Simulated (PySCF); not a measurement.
A PySCF script (with the pyscf-properties extension) for the NMR shieldings of SMILES C[C@]1(/C=C\F)CN[SiH2]N1, C₅H₁₁FN₂Si, on a GFN2-xTB geometry:

```python
import basis_set_exchange as bse
import numpy as np
from pyscf import gto, dft
from pyscf.prop import nmr

atoms = """
C     0.672200   -0.280562    1.502827
C     0.225475   -0.258516    0.033079
C     1.363294   -0.687633   -0.859746
C     2.489895   -0.029529   -1.054144
F     2.772081    1.141864   -0.451992
C    -0.277411    1.147688   -0.346904
N    -1.655989    1.215371    0.080199
Si   -2.418858   -0.324668    0.014094
N    -0.912331   -1.129882   -0.185532
H    -0.145534    0.078494    2.122028
H     1.539849    0.356264    1.650186
H     0.925889   -1.296001    1.803218
H     1.224636   -1.614632   -1.393329
H     3.297933   -0.343616   -1.698457
H     0.316328    1.917484    0.153338
H    -0.176575    1.285262   -1.432818
H    -2.112950    2.076069   -0.168853
H    -3.238995   -0.663896   -1.153314
H    -3.144502   -0.500333    1.274664
H    -0.749584   -2.078550    0.108420
"""
names = dict.fromkeys(["C", "F", "N", "Si", "H"], "pcSseg-1")
basis = {el: gto.basis.parse(bse.get_basis(n, elements=[el], fmt="nwchem")) for el, n in names.items()}
mol = gto.M(atom=atoms, basis=basis, charge=0, verbose=0)
mf = dft.RKS(mol, xc="PBE0")
mf.grids.level = 2
mf.grids.alignment = dft.numint.BLKSIZE   # the property module wants whole blocks of grid points
mf.conv_tol = 1e-9
mf.kernel()

calc = nmr.RKS(mf)   # GIAO
C = mf.mo_coeff
Co = C[:, mf.mo_occ > 0]
resp = mf.gen_response(singlet=True, hermi=2)
def vind(x):   # induced exchange potential for any number of trial vectors
    d = np.einsum("pi,xij,qj->xpq", C, 2 * x.reshape(-1, C.shape[1], Co.shape[1]), Co, optimize=True)
    return np.einsum("xpq,pi,qj->xij", resp(d - d.transpose(0, 2, 1)), C, Co, optimize=True).ravel()
mo1, _ = nmr.rhf.solve_mo1(calc, with_cphf=vind)
sigma = calc.kernel(mo1)
for i, s in enumerate(sigma):   # ppm
    w = np.linalg.eigvalsh((s + s.T) / 2)
    print("%2d %-2s iso %8.1f  s11 %8.1f  s22 %8.1f  s33 %8.1f" % (i, mol.atom_pure_symbol(i), w.mean(), *w))
```

**Question.** What are the results?

**Answer.** 
```
 0 C  iso    156.2  s11    133.0  s22    149.3  s33    186.2
 1 C  iso    128.5  s11    114.7  s22    122.4  s33    148.4
 2 C  iso     54.2  s11    -54.9  s22     91.9  s33    125.5
 3 C  iso     31.2  s11    -58.0  s22     71.9  s33     79.8
 4 F  iso    296.0  s11    200.9  s22    267.1  s33    420.1
 5 C  iso    128.5  s11    108.5  s22    128.6  s33    148.3
 6 N  iso    249.0  s11    191.7  s22    245.2  s33    310.0
 7 Si iso    376.0  s11    351.4  s22    358.0  s33    418.6
 8 N  iso    214.3  s11    167.7  s22    199.4  s33    275.8
 9 H  iso     29.8  s11     25.2  s22     29.5  s33     34.6
10 H  iso     30.1  s11     25.3  s22     28.6  s33     36.4
11 H  iso     30.8  s11     27.3  s22     28.8  s33     36.2
12 H  iso     26.2  s11     23.7  s22     24.4  s33     30.6
13 H  iso     25.1  s11     21.7  s22     25.8  s33     27.8
14 H  iso     27.9  s11     23.1  s22     27.8  s33     32.8
15 H  iso     28.3  s11     22.5  s22     28.6  s33     33.8
16 H  iso     31.9  s11     22.3  s22     28.4  s33     44.9
17 H  iso     26.4  s11     22.5  s22     23.6  s33     33.0
18 H  iso     26.4  s11     22.6  s22     23.8  s33     32.7
19 H  iso     31.8  s11     24.2  s22     29.3  s33     41.7
```

These numbers come from an equivalent density-fitted implementation of the same equations, which agrees with the script to about 0.01 ppm for H and up to a few tenths of a ppm for heavy atoms, so last digits may differ.

**Question.** Turn these shieldings into chemical shifts. References, each an isolated molecule treated in the same way: $^{13}$C (σ = 186.93 ppm) and $^{29}$Si (σ = 349.16 ppm) and $^{1}$H (σ = 31.72 ppm) against TMS; $^{19}$F (σ = 170.95 ppm) against CFCl3; $^{15}$N (σ = 267.73 ppm) vs NH3.

**Answer.** Averaging equivalent atoms: C 3: 155.7; C 2: 132.7; C 5: 58.4; C 1: 58.4; C 0: 30.7; F 4: -125.1; N 8: 53.4; N 6: 18.7; Si 7: -26.8; H 13: 6.63; H 12: 5.51; H 17: 5.35; H 18: 5.33; H 14: 3.82; H 15: 3.40; H 9/10/11: 1.50; H 19: -0.03; H 16: -0.13 ppm. Unscaled 19F shifts against computed CFCl3 carry errors that often reach 10 to 50 ppm. Experimental scales use liquid or dissolved standards, which lie at an offset from isolated NH3 (liquid NH3: subtract about 20 ppm).

Size and cost of the density-fitted run: 215 basis functions, 60 s wall time on 1 thread of an Arm Neoverse V1, shared host; peak memory 1 GiB.
